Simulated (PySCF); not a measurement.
C2H2O, SMILES C1=CO1. Atoms are numbered in the order given.

```xyz
5

C      0.0000    -0.6299    -0.4571
C      0.0000     0.6299    -0.4571
O      0.0000     0.0000     0.8827
H      0.0000    -1.6489    -0.7880
H      0.0000     1.6489    -0.7880
```
Charge 0, spin multiplicity 1.

Coordinates come from a PBE0-D3(BJ)/def2-TZVP optimisation.

Level of theory: B3LYP/pcJ-1 (PySCF).

Isotropic couplings with Fermi-contact, spin-dipole and both spin-orbit terms, one fixed conformer, no vibrational averaging. Isotopes: 13C, 1H.

Task: Estimate the spin–spin coupling constants. (The exact figures need the calculation; the answer reports its results.)

Result: 
```tsv
pair	bonds apart	J (Hz)
C1–C2	1	140.0
C1–H4	1	281.9
C2–H5	1	281.9
C1–H5	2	14.1
C2–H4	2	14.1
H4–H5	3	3.3
```
